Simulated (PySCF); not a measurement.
C4H11Al, SMILES C[CH2][Al]([CH3])[CH3] (GFN2-xTB optimised geometry):

```
16

Al     0.282    -0.015     0.000
C     -0.756    -1.718     0.012
H     -1.310    -1.873     0.944
H     -0.096    -2.585    -0.106
H     -1.498    -1.774    -0.792
C      2.275    -0.015     0.000
H      2.691     0.986     0.157
H      2.697    -0.385    -0.940
H      2.686    -0.656     0.787
C     -0.683     1.752     0.000
C     -2.193     1.619    -0.251
H     -0.258     2.433    -0.752
H     -0.535     2.275     0.957
H     -2.648     0.954     0.483
H     -2.382     1.199    -1.239
H     -2.697     2.585    -0.192
```

Computed with B3LYP/def2-TZVP (PySCF).

Problem. What are the frontier orbital energies and the dipole moment?

Solution. HOMO-2 -9.20 eV, HOMO-1 -7.39 eV, HOMO -6.88 eV, LUMO -0.76 eV, LUMO+1 -0.02 eV; dipole moment 0.08 D.

On the same geometry PBE/def2-TZVP in PySCF 2.14.0 gives HOMO-2 -7.97 eV, HOMO-1 -6.34 eV, HOMO -5.84 eV, LUMO -1.31 eV, LUMO+1 -0.46 eV; dipole moment 0.09 D.

Meta-Löwdin charges at B3LYP/def2-TZVP: Al1 0.86, C2 -0.65, H3 0.12, H4 0.12, H5 0.12, C6 -0.65, H7 0.12, H8 0.12, H9 0.12, C10 -0.48, C11 -0.31, H12 0.11, H13 0.11, H14 0.10, H15 0.10, H16 0.10.
